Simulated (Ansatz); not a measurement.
`C[SiH](F)F` and `C[SiH](F)Br` differ in one atom or group.

Ansatz, PBE0-D4/def2-TZVP geometries, multiplicity 1. 

Scalar relativity is left out up to krypton.

| property | `C[SiH](F)F` |
| --- | --- |
| LUMO energy (PBE0/def2-TZVPP) / eV | 1.05 |
| HOMO energy (ωB97M-V/def2-TZVPP) / eV | -11.64 |
| HOMO–LUMO gap (B3LYP/def2-TZVPP) / eV | 9.95 |
| HOMO–LUMO gap (PBE0/def2-TZVPP) / eV | 10.42 |
| HOMO energy (PBE/def2-TZVPP) / eV | -7.91 |
| ideal-gas entropy at 298 K and 1 bar (rigid rotor, harmonic PBE0-D4/def2-TZVP) / J/(mol·K) | 306 |

Q: What does the change do to each property? (Estimate.)

A: Computed: 
| property | `C[SiH](F)Br` | shift |
| --- | --- | --- |
| LUMO energy (PBE0/def2-TZVPP) / eV | 0.50 | -0.55 |
| HOMO energy (ωB97M-V/def2-TZVPP) / eV | -10.71 | 0.93 |
| HOMO–LUMO gap (B3LYP/def2-TZVPP) / eV | 8.52 | -1.43 |
| HOMO–LUMO gap (PBE0/def2-TZVPP) / eV | 9.00 | -1.42 |
| HOMO energy (PBE/def2-TZVPP) / eV | -7.20 | 0.71 |
| ideal-gas entropy at 298 K and 1 bar (rigid rotor, harmonic PBE0-D4/def2-TZVP) / J/(mol·K) | 330 | 24 |

With PBE0 the HOMO rises by 0.87 eV and the LUMO falls by 0.55 eV, so the gap narrows by about 1.42 eV. PBE moves the HOMO by 0.71 eV and ωB97M-V by 0.93 eV.

B3LYP here is the variant with VWN-RPA as its local correlation; programs differ in this.

Spin–orbit coupling is left out; it splits and shifts lone-pair levels of the heavy atoms by tenths of an eV.
